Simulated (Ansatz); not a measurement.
`NC[SiH2]BF` + `N[SiH2]N` → `NCN[SiH2]N` + `FB[SiH3]`  (substitution at a C–Si bond)

Computed with Ansatz on PBE0-D4/def2-TZVP structures; ΔE is electronic, products minus reactants. CBS: MP2 limit from def2 TZ/QZ plus the TZ coupled-cluster correction, frozen cores. This one scheme is used for every species. Functionals use def2-TZVPP. One conformer a species, not always the lowest.

**Question.** Is it downhill or uphill in electronic energy at CCSD(T)/CBS, and by how much? (Estimate.)

**Answer.** Ansatz gave: Uphill: ΔE = +9.5 kcal/mol.

**Question.** What do these levels give: r2SCAN-D4, ωB97X-V, CCSD/def2-TZVPP, HF/def2-QZVPP, MP2/def2-QZVPP, CCSD/CBS(def2)? (Best estimate.)

**Answer.** The calculation gave: r2SCAN-D4 9.2, ωB97X-V 8.4, CCSD/def2-TZVPP 8.5, HF/def2-QZVPP 7.9, MP2/def2-QZVPP 9.8, CCSD/CBS(def2) 9.6 kcal/mol.

Largest T1 diagnostic among the species: 0.014.
